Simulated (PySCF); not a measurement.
# Dipole polarisabilities along the 4p block, charge +1

Calculated with PySCF 2.14 for the ground configurations, without spin-orbit coupling: coupled response for Hartree-Fock and DFT. Mean α in bohr³, C₆ of like pairs in atomic units.

| species | α UHF | α PBE | C₆ UHF | C₆ PBE |
| --- | --- | --- | --- | --- |
| Ga⁺ [Ar] 3d10 4s2 (aug-cc-pV5Z-PP with ECP10MDF, ECP) | 21.23 | 17.53 | 112.0 | 87.88 |
| Se⁺ [Ar] 3d10 4s2 4p3 (aug-cc-pV5Z-PP with ECP10MDF, ECP) | 14.13 | 14.49 | 86.86 | 89.35 |
| Br⁺ [Ar] 3d10 4s2 4p4 (aug-cc-pV5Z-PP with ECP10MDF, ECP) | 12.30 | 12.84 | 75.95 | 79.96 |
| Kr⁺ [Ar] 3d10 4s2 4p5 (aug-cc-pV5Z-PP with ECP10MDF, ECP) | 10.55 | 11.11 | 64.51 | 68.60 |

The values depend on the diffuse functions of the basis.
